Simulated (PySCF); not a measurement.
## Levels of V¹⁰⁺ from EOM-EA-GCCSD

Reference: closed-shell V¹¹⁺, [Ne] 3s2; one electron is added. Calculated with PySCF 2.14, two-component X2C-1e with screened spin-orbit coupling, an uncontracted even-tempered set (19 s from 0.23 bohr⁻², ratio 2.6; 13 p from 0.3 bohr⁻², ratio 2.6; 7 d from 0.31 bohr⁻², ratio 2.8; 4 f from 5.8 bohr⁻², ratio 2.8); frozen 1s2; the 50 highest virtual spinors dropped; of the others 56 kept and the rest restored at second order. No Breit or QED terms. Binding energies in eV.

| level | Koopmans | second order | EOM-CCSD |
| --- | --- | --- | --- |
| 3p1/2 | 254.57 | 256.03 | 255.93 |
| 3p3/2 | 253.30 | 254.76 | 254.68 |
| 3d3/2 | 209.53 | near a pole | 208.25 |
| 3d5/2 | 209.41 | near a pole | 208.16 |

In EOM-CCSD the overlap with the one-orbital guess is low for 3d3/2 (weight 0.84), 3d5/2 (weight 0.85). That can mean mixing with two-particle, one-hole states, where second order and EOM-CCSD lose accuracy, or only a rotation among the degenerate components of the shell; the terms of those configurations are not listed.

For comparison, the ionisation energy of V¹⁰⁺ is 254.8 ± 0.4 eV (semi-empirical (NIST evaluation); NIST Atomic Spectra Database, ionization energies).

Only part of the computed levels is shown.

The screened spin-orbit operator tends to give fine-structure splittings of light species too large.
